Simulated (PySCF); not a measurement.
BrCl2FSi.

```xyz
5

F     -0.6734    -1.8784     0.0000
Si    -0.4662    -0.2859     0.0000
Cl    -1.3447     0.4697    -1.6610
Cl    -1.3447     0.4697     1.6610
Br     1.6660     0.1411     0.0000
```
Charge 0, spin multiplicity 1.

The structure is a stationary point at ωB97X-D3(BJ)/def2-SVP.

All values below come from PBE/pcSseg-1 in PySCF. Non-relativistic, no solvent.

Q: Give the absolute GIAO shielding of each atom: isotropic value and principal components (ppm). (The exact figures need the calculation; the answer reports its results.)

A: 
```tsv
atom	σ(iso)	σ11	σ22	σ33	span
F1	225.8	186.9	187.0	303.5	116.6
Si2	331.3	319.8	327.0	347.2	27.4
Cl3	741.4	622.7	632.4	969.1	346.4
Cl4	741.4	622.7	632.4	969.1	346.4
Br5	2254.8	1967.7	1989.2	2807.7	840.0
```
